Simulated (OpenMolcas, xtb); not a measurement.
## SiHCl2F (SMILES F[SiH](Cl)Cl): methods side by side

SiHCl2F has 5 atoms, charge 0, and is taken as a singlet. SMILES: `F[SiH](Cl)Cl`. The coordinates come from a PBE0-D4/def2-TZVP relaxation.

Quantity: the HOMO–LUMO gap, in eV. The values are calculated.

| level | kind | program | value (eV) | CPU time |
| --- | --- | --- | --- | --- |
| GFN1-xTB | semi-empirical | xtb | 8.51 | under 2 s |
| HF/def2-SVPD | Hartree–Fock | OpenMolcas | 15.30 | 23 s |
| SVWN5/def2-SVPD | LDA | OpenMolcas | 7.28 | 45 s |
| PBE/def2-SVPD | GGA | OpenMolcas | 7.37 | 38 s |
| M06-L/def2-SVPD | meta-GGA | OpenMolcas | 8.16 | 57 s |
| BHLYP/def2-SVPD | global hybrid | OpenMolcas | 11.81 | 66 s |
| M06-2X/def2-SVPD | hybrid meta-GGA | OpenMolcas | 11.68 | 81 s |
| B2PLYP/def2-SVPD | double hybrid | OpenMolcas | 12.00 | 58 s |

The values span 7.28 to 15.30 eV. Orbital gaps aren't excitation energies, and those of double hybrids come from the SCF part alone; they tend to grow with the share of exact exchange. Times are those of the runs behind each value, whatever else they computed, on shared processors of several kinds: orders of magnitude only.
